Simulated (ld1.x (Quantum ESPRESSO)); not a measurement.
# A failed generation for Pr (Z = 59)

Input:

```
&input
   title='Pr', zed=59., rel=2, dft='PZ', iswitch=3,
   config='[Xe] 4f2 5d1 6s2 6p0', rel_dist='average',
   nld=5, rlderiv=4.25, eminld=-2.0, emaxld=5.0, deld=0.02
 /
 &inputp
   pseudotype=2, tm=.false., lloc=0,
   nlcc=.true., new_core_ps=.true., rcore=1.80,
   file_pseudopw='Pr.UPF', file_wfcaegen='ae.wfc', file_wfcncgen='nc.wfc', file_beta='beta', file_chi='chi'
 /
3
6P  2  1   0.00   0.00  3.26  3.26  0.0
5D  3  2   1.00   0.00  2.35  2.35  0.0
6S  1  0   2.00   0.00  3.90  3.90  0.0
 &test
   configts(1)='5d1 6s2 6p0'
 /
```

```bash
ld1.x < Pr.in > Pr.out
```

End of the output:

```

     Wfc 5D LC norm =  0.99993688 SC norm =  0.00006310 missing  0.00000002

     Wfc 5D LC norm =  0.99993997 SC norm =  0.00005878 missing  0.00000126
     Message from routine compute phi:
     negative determinant

      ld=   0.525908 f2ae -0.183596 faenor  0.091235
           1        1256        1255   99.232199771706007

 %%%%%%%%%%%%%%%%%%%%%%%%%%%%%%%%%%%%%%%%%%%%%%%%%%%%%%%%%%%%%%%%%%%%%%%%%%%%%%
     Error in routine compute_chi (1):
     n is too large
 %%%%%%%%%%%%%%%%%%%%%%%%%%%%%%%%%%%%%%%%%%%%%%%%%%%%%%%%%%%%%%%%%%%%%%%%%%%%%%

     stopping ...
```

Question: Why did it fail, and what change makes it run?

Answer: The run stopped because the Bessel-function wave could not be built (negative determinant in compute_phi), and the routine for χ then failed on it. A run that differs only in the following succeeds: wave 6p (bound): rc 3.26 bohr becomes 6p (bound): rc 3.95 bohr. Other answers can fit too; this one was computed.
